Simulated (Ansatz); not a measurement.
Consider the cleavage of the B–Al bond: `[BH2][AlH][CH2]OC` + `Cl[SiH2][SeH]` → `B[Se][SiH2]Cl` + `CO[CH2][AlH2]`.

Gas-phase electronic energies from Ansatz, PBE0-D4/def2-TZVP geometries. CCSD(T)/CBS adds triple-zeta CCSD(T) − MP2 to the extrapolated MP2 energy (def2 sets, frozen cores). Functionals use def2-TZVPP. B3LYP here is the variant with VWN-RPA as its local correlation; programs differ in this. For Se outer-core shells are correlated without core-valence functions, which leaves a few kJ/mol of doubt a bond. Scalar relativity is left out up to krypton. Each species was taken in one conformer, which may not be the lowest.

`[BH2][AlH][CH2]OC`:

Cartesian coordinates in Å:
```
B 1.504 0.440 1.059
Al 1.178 -1.121 -0.297
C -0.628 -0.891 -1.136
O -1.101 0.454 -1.046
C -1.077 0.970 0.226
H 2.004 1.489 0.748
H 1.201 0.342 2.218
H 2.034 -2.405 -0.691
H -1.359 -1.570 -0.662
H -0.637 -1.140 -2.200
H -1.539 1.958 0.216
H -0.016 1.147 0.593
H -1.564 0.328 0.971
```

`Cl[SiH2][SeH]`:

```xyz
6

Cl    0.570   -2.269    0.211
Si    0.310   -0.240    0.316
Se   -1.159    0.289   -1.333
H    -0.225    0.097    1.655
H     1.624    0.412    0.113
H    -1.120    1.712   -0.962
```

`B[Se][SiH2]Cl`:

```xyz
8

B     0.526   -1.708   -0.298
Se   -0.761   -0.585   -1.160
Si   -0.540    1.220    0.216
Cl    1.035    2.403   -0.356
H     0.690   -2.785   -0.777
H     1.115   -1.334    0.667
H    -1.774    2.028    0.110
H    -0.290    0.761    1.598
```

`CO[CH2][AlH2]`:

```xyz
11

C     1.334   -1.175   -0.611
O     0.854   -0.019    0.019
C    -0.555    0.060    0.015
Al   -1.181    1.701    0.909
H     1.023   -1.215   -1.664
H     2.424   -1.153   -0.562
H     0.971   -2.083   -0.110
H    -0.946    0.025   -1.019
H    -0.998   -0.827    0.507
H    -0.174    2.756    1.528
H    -2.753    1.930    0.988
```

CCSD(T)/CBS gives -130.1 kJ/mol.

Question: Another level gave -132.0 kJ/mol. Which?
A. r2SCAN/def2-TZVPP
B. B3LYP/def2-TZVPP
C. HF/def2-TZVPP
D. B2PLYP/def2-TZVPP

Answer: D. B2PLYP -132.0, B3LYP -125.5, r2SCAN -113.1, HF/def2-TZVPP -152.9 kJ/mol.

Largest T1 diagnostic among the species: 0.014.

In def2-TZVPP, CCSD(T) changes the Hartree–Fock value by +23.4 kJ/mol (the triples alone add +2.6 kJ/mol) and MP2 by +11.5 kJ/mol. From PBE to PBE0 (25 % exact exchange), in def2-TZVPP and without D4, ΔE moves by −10.5 kJ/mol.
